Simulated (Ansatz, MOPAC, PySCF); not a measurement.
Complex: ethylamine (SMILES CCN) (first 10 atoms) with NH3 (SMILES N); geometry from B3LYP-D3(BJ)/def2-TZVP, rigid monomers moved along the line of their centres of mass till N3···H14 is 2.52 Å.
(charge 0, multiplicity 1):
| atom | x (Å) | y (Å) | z (Å) |
|---|---|---|---|
| C | 1.3411 | 0.2681 | 0.3568 |
| C | -0.1120 | 0.6768 | 0.1757 |
| N | -1.0094 | -0.3729 | 0.6788 |
| H | 2.0087 | 1.0483 | -0.0130 |
| H | 1.5587 | 0.0941 | 1.4108 |
| H | 1.5605 | -0.6468 | -0.2013 |
| H | -0.2981 | 0.9239 | -0.8788 |
| H | -0.3093 | 1.5816 | 0.7555 |
| H | -1.9799 | -0.1173 | 0.5373 |
| H | -0.8553 | -1.2390 | 0.1737 |
| N | 0.0076 | -0.2140 | 4.0265 |
| H | 0.2795 | -1.1060 | 4.4243 |
| H | -0.6818 | 0.1905 | 4.6500 |
| H | -0.4503 | -0.4022 | 3.1341 |

Monomers are frozen at their geometry in the pair; levels with a basis set take the counterpoise correction. Rows marked so take none.

Cores are frozen in the correlated methods. Rows in 3-21G, 6-31G* carry no dispersion term and start afresh at each structure (6-31G* with six Cartesian d functions). MP2/6-31G* freezes PySCF's default core. The state that PM3 reach isn't checked.

Programs: Ansatz (Gaussian basis) for Hartree–Fock, density functionals and correlated methods; MOPAC for PM3 (differences of heats of formation); PySCF for 3-21G rows, 6-31G* rows, the dispersion terms. 

Other levels give for the interaction energy: PBE/def2-TZVPPD -137.7; B3LYP/def2-TZVPPD -106.0; B3LYP-D3(BJ)/def2-TZVPPD -161.9; wB97M-V/def2-TZVPPD -156.0; CCSD(T)/aug-cc-pVDZ -145.2 meV.

Q: What do these common cheap choices give for the same quantity: PM3, HF/6-31G*, HF/6-31G* (no counterpoise), B3LYP/3-21G (no counterpoise), B3LYP/6-31G*, M06-2X/6-31G* (no counterpoise), MP2/6-31G*, MP2/6-31G* (no counterpoise)?

A: PM3 -12.7; HF/6-31G* -100.3; HF/6-31G* (no counterpoise) -141.5; B3LYP/3-21G (no counterpoise) -317.5; B3LYP/6-31G* -124.6; M06-2X/6-31G* (no counterpoise) -219.3; MP2/6-31G* -133.2; MP2/6-31G* (no counterpoise) -216.3 meV. They span -317.5 to -12.7 meV.

Ansatz is a quantum-chemistry and plane-wave program.
